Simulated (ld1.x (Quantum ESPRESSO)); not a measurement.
**molybdenum, TM: configuration errors across variants**

Mo (Z = 42), norm-conserving Troullier–Martins (Kleinman–Bylander form), made with ld1.x (Quantum ESPRESSO) 7.5 (revPBE, scalar-relativistic). Core [Kr], reference 4d5.5 5s0.5 5p0. Waves: 5s (bound): rc 2.60 bohr; 5p (bound, empty): rc 4.20 bohr; 4d (bound): rc 1.60 bohr. Local part: all-electron potential smoothed inside 1.30 bohr (lloc = -1). Core correction: none.

All-electron excitation energies from the reference (eV): (1) 4d5 5s1 5p0 -0.264; (2) 4d5 5s0 5p0 6.509; (3) 4d4 5s0 5p0 21.885; (4) 4d5 5s0.5 5p0 2.412; (5) 4d4 5s2 5p0 -0.036; (6) 4d2 5s0 5p0 87.992.

Tests that are not counted but printed errors over 1 eV. “base”: 4d4 5s1 5p1 (solver errors, printed error -10.3 eV). “local potential all-electron potential smoothed inside 1.70 bohr (lloc = -2)”: 4d4 5s1 5p1 (solver errors, printed error -11.0 eV). “wave 5s (bound): rc 2.60 bohr becomes 5s (bound): rc 4.02 bohr”: 4d4 5s1 5p1 (solver errors, printed error -9.3 eV). “all radii scaled by about 0.82 (s 2.14, p 3.46, d 1.32 bohr); local potential all-electron potential smoothed inside 1.06 bohr (lloc = -1)”: 4d4 5s2 5p0 (solver errors, printed error -149 eV); 4d4 5s1 5p1 (solver errors, printed error -150 eV). “wave 5p (bound): rc 4.20 bohr becomes 5p (bound): rc 3.12 bohr”: 4d4 5s1 5p1 (solver errors, printed error -149 eV).

5 further variants failed, have other tests or another functional or relativity, and are left out.

A true bound ghost makes a file unfit for plane-wave use even where its test errors are small: the radial tests pick states by their node count and pass the ghost by. Where a test does run into it, the solver fails or the error is huge.

Errors AE − PS in meV (a dash: test not solved or not reliable):

| change | (1) | (2) | (3) | (4) | (5) | (6) | bound ghosts |
| --- | --- | --- | --- | --- | --- | --- | --- |
| base | -5.6 | +18 | +32 | +0.4 | -66 | -303 | s, p |
| local potential all-electron potential smoothed inside 2.00 bohr (lloc = -1) | -6.8 | +18 | +27 | -0.9 | -91 | -343 | s |
| local potential all-electron potential smoothed inside 1.70 bohr (lloc = -2) | -7.4 | +18 | +28 | -1.6 | -106 | -339 | s |
| wave 5s (bound): rc 2.60 bohr becomes 5s (bound): rc 4.02 bohr | +4.2 | +8.2 | -11 | +3.8 | +64 | -450 | s, p |
| all radii scaled by about 0.82 (s 2.14, p 3.46, d 1.32 bohr); local potential all-electron potential smoothed inside 1.06 bohr (lloc = -1) | +5.6 | +18 | +25 | +10 | – | -344 | s, p |
| wave 5p (bound): rc 4.20 bohr becomes 5p (bound): rc 3.12 bohr | -5.6 | +18 | +32 | +0.4 | -66 | -303 | s, p |
| wave 4d (bound): rc 1.60 bohr becomes 4d (bound): rc 1.22 bohr | -5.4 | +18 | +34 | +0.8 | -66 | -304 | s, p |

Give the same row for: core correction a·sin(br)/r model core inside 1.40 bohr.

-11, -5.6, -107, -2.8, –, -1631; bound ghosts: s, p. Not counted: 4d4 5s2 5p0 (solver errors, printed error -175 eV); 4d4 5s1 5p1 (solver errors, printed error -155 eV).
